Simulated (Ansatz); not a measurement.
Born–Oppenheimer molecular dynamics of C3H10Al (14 atoms, charge 0, multiplicity 2). It starts at the highest image of a converged band, a first-order saddle point between two minima.

All numbers below come from UKS PBE0/cc-pVDZ (Ansatz 0.2.0).

- ensemble: NVE (velocity Verlet)
- time step: 0.5 fs
- steps asked: 200
- starting velocities drawn for: 300 K
- seed: 4151

First frame:

```xyz
14
Properties=species:S:1:pos:R:3
Al -0.056 0.121 -0.071
H -0.123 0.305 1.550
C 1.711 0.110 -0.960
H 1.891 -0.941 -1.266
H 1.622 0.656 -1.919
C 2.898 0.630 -0.147
H 3.854 0.536 -0.691
H 2.779 1.695 0.112
H 3.011 0.086 0.805
C -1.745 -0.117 -1.055
H -2.353 -0.925 -0.613
H -2.358 0.800 -0.983
H -1.604 -0.340 -2.125
H -0.192 0.333 3.239
```

**Question.** How far do the bonds stretch over the last three quarters of this one trajectory? (Pairs bonded in most of those frames.)

**Answer.** 
| bond | mean (Å) | spread (Å) | shortest | longest |
| --- | --- | --- | --- | --- |
| Al1–C3 | 2.001 | 0.035 | 1.96 | 2.06 |
| Al1–C10 | 1.993 | 0.019 | 1.96 | 2.02 |
| C3–H4 | 1.107 | 0.012 | 1.09 | 1.13 |
| C3–H5 | 1.110 | 0.021 | 1.08 | 1.15 |
| C3–C6 | 1.535 | 0.007 | 1.52 | 1.55 |
| C6–H7 | 1.106 | 0.020 | 1.07 | 1.14 |
| C6–H8 | 1.108 | 0.032 | 1.06 | 1.15 |
| C6–H9 | 1.105 | 0.026 | 1.06 | 1.14 |
| C10–H11 | 1.106 | 0.012 | 1.08 | 1.13 |
| C10–H12 | 1.103 | 0.011 | 1.09 | 1.12 |
| C10–H13 | 1.105 | 0.015 | 1.08 | 1.13 |

Pairs bonded in part of these frames only: Al1–H2 13 %, H2–H14 58 %.

Mean temperature of the second half: 586 K. The conserved energy stayed within 1.1 meV per atom of its start (net change -0.97 meV per atom), so the integration is sound. The kinetic energy rose, since the run started high on the potential surface and went downhill. It ends in pieces (C3H8Al + H2), so much of that is their flight and rotation, not heat. A run of 0.1 ps of so small a system gives no equilibrium averages.

Time of the run: 7 min on 4 threads of Arm Neoverse V2 (shared host), peak memory 0.32 GiB.
